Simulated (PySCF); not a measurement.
Trend along group 14: MMg anions

CCSD(T) with double-zeta basis sets in PySCF, for the lowest determinant that a PBE0 search found; no spin–orbit coupling. De refers to high-spin ground-configuration atoms (the charge goes to the atom of lower measured ionisation energy or higher electron affinity, which is not always the lowest computed limit).

```csv
M,basis,"reference, frozen orbitals",charged atom,state (unpaired electrons),Re (Å),ωe (cm⁻¹),De (eV)
C,def2-SVPD,"UHF, 2",C−,"quartet (σ ↑, π ↑↑)",2.234,416,n/a
Si,aug-pcseg-1,"UHF, 6",Si−,"quartet (σ ↑, π ↑↑)",2.842,188,0.61
Pb,def2-SVPD,"ROHF, 5",Pb−,"quartet (σ ↑, π ↑↑)",3.044,151,0.87
```

The shortest bond is that of MgC⁻ (2.234 Å), the longest that of MgPb⁻ (3.044 Å).

The rows differ in basis set, which adds steps of its own.

Relativity is treated differently too: C no relativity; Si no relativity; Pb scalar-relativistic core potentials.

De is n/a where a free atom or ion gave no sound limit at this level.

Down a group bonds as a rule get longer and wavenumbers fall, partly through the reduced mass; this series shows no clear exception.

Correlated steps freeze the inner cores (2 to 6 orbitals); shallow outer-core shells are correlated. UHF and ROHF references stand side by side, which adds small steps between rows. Correlated levels converge slowly with the basis: in double zeta they bind strong bonds too weakly, by up to about 1 eV, and carry superposition errors of some tenths. These are scalar-relativistic numbers at best; spin–orbit coupling would shift them, the dissociation energy most. For an ion De counts to the pair picked by the measured ionisation energies or electron affinities, which need not be the lowest pair at this level. States were picked by a PBE0 search and need not be the measured ground states.
